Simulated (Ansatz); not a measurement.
# Energy profile

The step: HCl + Cl → HCl + Cl; bonds formed: H1–Cl3; bonds broken: H1–Cl2 (atoms numbered as in the saddle structure below).

H1  (0.177, 0.344, 0.079)
Cl2  (1.097, -0.666, -0.538)
Cl3  (-1.274, 0.322, 0.459)
(Å)

Electronic energies by CCSD(T) at an estimated basis limit (MP2 extrapolated from triple and quadruple zeta, plus CCSD(T) − MP2 in triple zeta), on PBE0-D4/def2-TZVP structures; HCl$_{2}$, doublet; no counterpoise correction; spin–orbit coupling, which lowers free halogen atoms and radicals such as OH and SH, is left out. Ansatz 0.2.0; basis: def2-TZVPP and def2-QZVPP; cores frozen in the correlated methods; orbitals are unrestricted. Extrapolation: Hartree–Fock as exp(−7.88 √X), correlation as X^−2.97.

Give the profile in kcal/mol, counted from the separated reactants. (An estimate is asked for; the value comes from the calculation.)

By the calculation:
```csv
point,kcal/mol
"separated: HCl (H1, Cl2; singlet) + Cl (Cl3; doublet)",0.00
start structure,-1.26
saddle,9.25
end structure,-1.26
"separated: HCl (H1, Cl3; singlet) + Cl (Cl2; doublet)",0.00
```

No T1 diagnostic of these runs exceeds 0.026. ⟨S²⟩ of the unrestricted Hartree–Fock references: 0.76 to 0.80 (a pure state has 0.75). The unrestricted reference is spin-contaminated, which hurts MP2 most.

For scale, one of the runs: CCSD(T)/def2-TZVPP, 98 basis functions, launched by `ansatz run in.yaml --threads 2 --pin off --events-out ev --progress --plain --max-ram 4352MiB`. Hardware: 2 CPU threads of an Arm Neoverse V1, shared host. Wall time about 6.5 s.
